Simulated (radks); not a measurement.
Ce2+, configuration [Xe] 4f1.5 5f0.5 (fractional occupations, a model configuration).

Calculated with a radial shooting solver on a logarithmic mesh with Libxc functionals: Dirac Kohn-Sham, HCTH/407, spin-unpolarised, spherical densities, point nucleus; open shells fill j = l - 1/2 first.

Energy parts (hartree):
| part | energy |
|---|---|
| total | -8869.7667 |
| kinetic | 9515.4795 |
| electron-nucleus | -21578.3538 |
| Hartree | 3408.5240 |
| exchange-correlation | -215.4164 |

Orbitals (lengths in bohr, moments of r in powers of bohr):
\begin{tabular}{lrrr}
orbital & occ. & eigenvalue (hartree) & <r^4> \\ \hline
1s1/2 & 2 & -1478.714 & 1.778e-06 \\
2s1/2 & 2 & -237.3284 & 0.0002922 \\
2p1/2 & 2 & -224.1962 & 0.0001837 \\
2p3/2 & 4 & -207.7833 & 0.0002290 \\
3s1/2 & 2 & -51.48999 & 0.01189 \\
3p1/2 & 2 & -45.91799 & 0.01105 \\
3p3/2 & 4 & -42.68599 & 0.01306 \\
3d3/2 & 4 & -32.93502 & 0.009967 \\
3d5/2 & 6 & -32.23895 & 0.01050 \\
4s1/2 & 2 & -10.78419 & 0.3059 \\
4p1/2 & 2 & -8.71137 & 0.3589 \\
4p3/2 & 4 & -8.01846 & 0.4223 \\
4d3/2 & 4 & -4.61171 & 0.6556 \\
4d5/2 & 6 & -4.49031 & 0.6910 \\
5s1/2 & 2 & -2.00135 & 9.815 \\
5p1/2 & 2 & -1.43702 & 16.02 \\
5p3/2 & 4 & -1.33588 & 19.18 \\
4f5/2 & 1.5 & -0.69220 & 7.082 \\
4f7/2 & 0 & -0.68021 & 7.444 \\
5d3/2 & 0 & -0.60258 & 93.69 \\
5d5/2 & 0 & -0.59314 & 99.07 \\
6s1/2 & 0 & -0.56342 & 320.9 \\
6p1/2 & 0 & -0.43893 & 562.7 \\
6p3/2 & 0 & -0.42336 & 634.2 \\
5f5/2 & 0.5 & -0.20926 & 2714 \\
5f7/2 & 0 & -0.20891 & 2739 \\
6f5/2 & 0 & -0.12121 & 18750 \\
6f7/2 & 0 & -0.12095 & 18860 \\
\end{tabular}

The highest occupied level is 5f5/2 at -5.694 eV. The configuration is held as typed, so some empty levels lie below it. Summed over all electrons, <r^2> = 61.38 bohr^2, which gives a Langevin (diamagnetic) susceptibility term of -48.6 x 10^-6 cm^3/mol.
